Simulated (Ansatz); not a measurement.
System: N-[methyl(methylamino)boranyl]methanamine, C$_{3}$H$_{11}$BN$_{2}$, net charge 0, singlet state. 
Structure (B3LYP-D3(BJ)/def2-TZVP (Ansatz, an electronic-structure program) minimum search):
```xyz
17

C     -2.1519    -0.2245     0.9248
N     -0.8665    -0.5171     0.3260
B      0.1499     0.4104    -0.0215
C     -0.0289     1.9661     0.2264
N      1.3539    -0.0673    -0.6045
C      1.6707    -1.4508    -0.8946
H     -2.9839    -0.5393     0.2857
H     -2.2486     0.8477     1.0839
H     -2.2732    -0.7144     1.8969
H     -0.7176    -1.4982     0.1537
H      0.8443     2.5373    -0.0967
H     -0.8930     2.3669    -0.3116
H     -0.1890     2.1935     1.2844
H      2.0694     0.5929    -0.8484
H      1.6702    -2.0690     0.0106
H      2.6620    -1.5293    -1.3404
H      0.9593    -1.8939    -1.6011
```
Charge 0, spin multiplicity 1.

Total electronic energies in hartree. Cores are frozen in the correlated levels unless marked. No spin-orbit coupling. Non-relativistic. CBS(X,Y): correlation extrapolated as X^-3; Hartree-Fock from the larger set. [CCSD(T)-MP2]/basis is that difference in the basis named.

```
level                                                     program  energy (Eh)
-------------------------------------------------  --------------  -----------
HF/aug-cc-pVDZ                                             Ansatz   -253.70288
PBE-D4/def2-TZVPD                                  Ansatz + dftd4   -255.13321
r2SCAN/def2-TZVPD                                          Ansatz   -255.31533
r2SCAN-D4/def2-TZVPD                               Ansatz + dftd4   -255.31854
B97M-V/def2-TZVPD                                          Ansatz   -255.46593
B3LYP-D4/def2-TZVPD                                Ansatz + dftd4   -255.50916
PBE0-D4/def2-TZVP                                  Ansatz + dftd4   -255.16865
BHLYP-D3(BJ)/def2-TZVPD                            Ansatz + dftd3   -255.33543
r2SCANh-D4/def2-TZVPD                              Ansatz + dftd4   -255.30935
HSE06-D4/def2-TZVPD                                Ansatz + dftd4   -255.15437
HSE06/def2-TZVPD                                           Ansatz   -255.14516
LC-wPBE-D4/def2-TZVPD                              Ansatz + dftd4   -255.32980
B2GP-PLYP-D4/def2-TZVPD                            Ansatz + dftd4          ___
B2PLYP/def2-TZVPD                                          Ansatz   -255.23570
MP2/6-31G                                                  Ansatz   -254.11139
RI-MP2/aug-cc-pVTZ                                         Ansatz   -254.84383
SCS-MP2/6-31G*                                             Ansatz   -254.45110
CCSD/cc-pVTZ                                               Ansatz   -254.87973
CCSD/CBS(cc-pVTZ,cc-pVQZ)                                  Ansatz    -254.9948
CCSD(T)/cc-pVDZ                                            Ansatz   -254.64497
RI-MP2/CBS(cc-pVTZ,cc-pVQZ)+[CCSD(T)-MP2]/cc-pVTZ          Ansatz    -255.0595
RI-MP2/CBS(cc-pVTZ,cc-pVQZ)+[CCSD(T)-MP2]/cc-pVQZ          Ansatz    -255.0515
CCSD(T)/CBS(cc-pVTZ,cc-pVQZ)                               Ansatz    -255.0460
```

Task: Complete the blanks.

Result: 
- B2GP-PLYP-D4/def2-TZVPD, energy (Eh): -255.18949
